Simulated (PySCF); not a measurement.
# Ionisation energy of Rh⁺ by level of theory

Rh⁺ [Kr] 4d8 (3F) → Rh²⁺ [Kr] 4d7 (4F), as a difference of total energies. Computed with PySCF 2.14 in aug-cc-pVDZ-PP with ECP28MDF (5s5p4d2f, 54 functions), with a scalar-relativistic core potential. Correlated levels: valence: 4s2 4p6 frozen. The calculations carry no spin-orbit coupling.

```csv
method,ionisation energy (eV)
UHF,16.131
PBE,18.363
PBE0,18.089
MP2 (valence),17.647
SCS-MP2 (valence),17.635
```

Q: How much does correlation contribute at MP2 (valence)?

A: 17.647 − (16.131) = 1.516 eV, measured against UHF.

The reference lies between the lowest fine-structure levels, while these numbers refer to the centres of the terms.

Errors of the correlated levels include the incompleteness of this basis and the frozen core.

For comparison: 18.08 eV (semi-empirical (NIST evaluation); NIST Atomic Spectra Database, ionization energies).
